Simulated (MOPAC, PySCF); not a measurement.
C₁₀H₉BO, SMILES `Bc1cc2cccc-2ccc1O`, neutral singlet in the gas phase. 

Cartesian coordinates (Å):
SMILES: c1ccc2-c1cc(c(O)cc2)B
```xyz
21

B      2.8485    -1.3113    -0.2922
C      1.5986    -0.4635    -0.1089
C      0.3627    -1.1435    -0.2454
C     -0.9451    -0.7071    -0.1449
C     -2.0968    -1.5179    -0.3085
C     -3.2290    -0.7226    -0.1306
C     -2.8275     0.5999     0.1470
C     -1.4261     0.6524     0.1470
C     -0.6406     1.7815     0.3797
C      0.7389     1.9093     0.3960
C      1.7331     0.9363     0.1845
O      2.9619     1.4361     0.2813
H      3.9798    -0.8644    -0.2019
H      2.7637    -2.4892    -0.5400
H      0.4681    -2.2099    -0.4714
H     -2.0814    -2.5842    -0.5353
H     -4.2617    -1.0669    -0.1954
H     -3.4872     1.4481     0.3324
H     -1.1961     2.7046     0.5790
H      1.1449     2.9023     0.6021
H      3.5911     0.7101     0.1254
```
Charge 0, spin multiplicity 1.

All levels are single points at this geometry (PBE0-D3(BJ)/def2-SVP); Pople sets use spherical d functions. Orbital energies aren't observables, and empty levels follow the basis.

B3LYP/3-21G in PySCF gives HOMO (eV) = -5.66.

Question: Estimate the HOMO (eV) from each of these levels: PBE-D3(BJ)/def2-TZVP in PySCF; ωB97X-D3(BJ)/def2-TZVP in PySCF; B3LYP/6-311+G** in PySCF; M06-2X/6-31G* in PySCF; SVWN5/6-31G* in PySCF; HF/3-21G in PySCF; PM3 in MOPAC; PM6 in MOPAC.

Answer: 
```
level                            HOMO (eV)
-------------------------------  ---------
PBE-D3(BJ)/def2-TZVP in PySCF        -5.32
ωB97X-D3(BJ)/def2-TZVP in PySCF      -7.93
B3LYP/6-311+G** in PySCF             -5.92
M06-2X/6-31G* in PySCF               -6.70
SVWN5/6-31G* in PySCF                -5.19
HF/3-21G in PySCF                    -7.44
PM3 in MOPAC                         -8.37
PM6 in MOPAC                         -8.37
```
